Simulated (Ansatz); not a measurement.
Relaxation of Hg₆Se₆⁻ with UKS PBE-D4/def2-SVP.

```sh
$ ansatz run in.yaml --threads 2 --pin off --events-out ev --progress --plain --max-ram 20480MiB --backend cuda --devices 0, --max-vram 18GiB
```

```yaml
crystal:
  periodic: [false, false, false]
  atoms:
    - {symbol: Se, position_ang: [-0.013350, -2.904156, -1.590776]}
    - {symbol: Hg, position_ang: [-1.695968, -0.972511, -1.537201]}
    - {symbol: Hg, position_ang: [-0.001124, -1.947038, 1.547227]}
    - {symbol: Se, position_ang: [-2.512145, -1.440569, 1.605861]}
    - {symbol: Se, position_ang: [-2.513187, 1.455389, -1.590532]}
    - {symbol: Hg, position_ang: [-1.681001, 0.982490, 1.547159]}
    - {symbol: Hg, position_ang: [1.680971, -0.982462, -1.547222]}
    - {symbol: Se, position_ang: [2.513188, -1.455361, 1.590680]}
    - {symbol: Se, position_ang: [2.512152, 1.440551, -1.606014]}
    - {symbol: Hg, position_ang: [0.001142, 1.947029, -1.547252]}
    - {symbol: Hg, position_ang: [1.695930, 0.972483, 1.537295]}
    - {symbol: Se, position_ang: [0.013392, 2.904156, 1.590764]}
basis:
  gaussian: {orbitals: def2-SVP}
total_charge: -1
magnetization: {spin_polarized: true, initial_magnetization: 1}
hamiltonian: {xc: pbe, dispersion: d4}
scf: {lower_state_search: "off"}
output: {orbitals: {seedname: orbitals}}
relax: {f_tol: 0.03, max_steps: 70}
```

Run time 23 s (2 threads of AMD EPYC 7R13 on a shared host and a share (18 GiB) of an NVIDIA H100 80GB HBM3), peak host memory 1.1 GiB.

Positions (Å) and forces (eV/Å) at steps 1, 2, 3, 4, 7 of 7:

```xyz
12
step=1 energy=-417069.2351 eV
Se   -0.013   -2.904   -1.591    0.001    0.041    0.069
Hg   -1.696   -0.973   -1.537   -0.396   -0.227   -0.089
Hg   -0.001   -1.947    1.547   -0.001   -0.456    0.092
Se   -2.512   -1.441    1.606    0.035    0.020   -0.069
Se   -2.513    1.455   -1.591    0.036   -0.020    0.068
Hg   -1.681    0.982    1.547   -0.394    0.230    0.092
Hg    1.681   -0.982   -1.547    0.394   -0.230   -0.092
Se    2.513   -1.455    1.591   -0.035    0.020   -0.069
Se    2.512    1.441   -1.606   -0.035   -0.020    0.069
Hg    0.001    1.947   -1.547    0.001    0.456   -0.092
Hg    1.696    0.972    1.537    0.396    0.227    0.089
Se    0.013    2.904    1.591    0.000   -0.041   -0.069
12
step=2 energy=-417069.2883 eV
Se   -0.013   -2.877   -1.573    0.000   -0.163    0.044
Hg   -1.866   -1.070   -1.575    0.263    0.151    0.162
Hg   -0.002   -2.142    1.586    0.000    0.302   -0.164
Se   -2.489   -1.427    1.588   -0.141   -0.081   -0.043
Se   -2.490    1.442   -1.573   -0.140    0.082    0.044
Hg   -1.850    1.081    1.586    0.261   -0.152   -0.164
Hg    1.850   -1.081   -1.586   -0.261    0.152    0.163
Se    2.490   -1.442    1.573    0.140   -0.082   -0.044
Se    2.489    1.427   -1.588    0.141    0.081    0.044
Hg    0.002    2.142   -1.586    0.000   -0.302    0.164
Hg    1.866    1.070    1.575   -0.263   -0.151   -0.162
Se    0.013    2.877    1.573    0.000    0.163   -0.044
12
step=3 energy=-417069.3250 eV
Se   -0.013   -2.894   -1.455   -0.001   -0.165   -0.219
Hg   -1.823   -1.046   -1.442   -0.024   -0.014   -0.134
Hg   -0.002   -2.094    1.453    0.000   -0.027    0.135
Se   -2.504   -1.436    1.470   -0.142   -0.081    0.220
Se   -2.504    1.451   -1.455   -0.143    0.082   -0.219
Hg   -1.808    1.056    1.453   -0.023    0.014    0.135
Hg    1.808   -1.056   -1.453    0.023   -0.014   -0.135
Se    2.504   -1.451    1.455    0.143   -0.082    0.219
Se    2.504    1.436   -1.470    0.142    0.081   -0.219
Hg    0.002    2.094   -1.453    0.000    0.027   -0.135
Hg    1.823    1.045    1.442    0.024    0.014    0.134
Se    0.013    2.894    1.455    0.001    0.165    0.219
12
step=4 energy=-417069.3966 eV
Se   -0.013   -2.904   -1.519    0.000   -0.005   -0.035
Hg   -1.816   -1.041   -1.484    0.009    0.005   -0.036
Hg   -0.002   -2.086    1.494    0.000    0.010    0.036
Se   -2.512   -1.441    1.534   -0.004   -0.002    0.035
Se   -2.513    1.455   -1.519   -0.004    0.002   -0.035
Hg   -1.801    1.052    1.495    0.009   -0.005    0.036
Hg    1.801   -1.052   -1.495   -0.009    0.005   -0.036
Se    2.513   -1.455    1.519    0.004   -0.002    0.035
Se    2.512    1.441   -1.534    0.004    0.002   -0.035
Hg    0.002    2.086   -1.495    0.000   -0.010   -0.036
Hg    1.816    1.041    1.484   -0.009   -0.005    0.036
Se    0.013    2.904    1.519    0.000    0.005    0.035
12
step=7 energy=-417069.4011 eV
Se   -0.013   -2.905   -1.541    0.000    0.030    0.011
Hg   -1.809   -1.037   -1.503    0.009    0.005   -0.011
Hg   -0.002   -2.078    1.513    0.000    0.011    0.010
Se   -2.513   -1.441    1.557    0.026    0.015   -0.011
Se   -2.514    1.456   -1.541    0.026   -0.015    0.011
Hg   -1.794    1.048    1.513    0.009   -0.005    0.011
Hg    1.794   -1.048   -1.514   -0.009    0.005   -0.011
Se    2.514   -1.456    1.541   -0.026    0.015   -0.011
Se    2.513    1.441   -1.557   -0.026   -0.015    0.011
Hg    0.002    2.078   -1.513    0.000   -0.011   -0.010
Hg    1.809    1.037    1.503   -0.009   -0.005    0.011
Se    0.013    2.905    1.541    0.000   -0.030   -0.011
```

In the def2 sets Hg takes a core potential; there is no spin–orbit coupling.
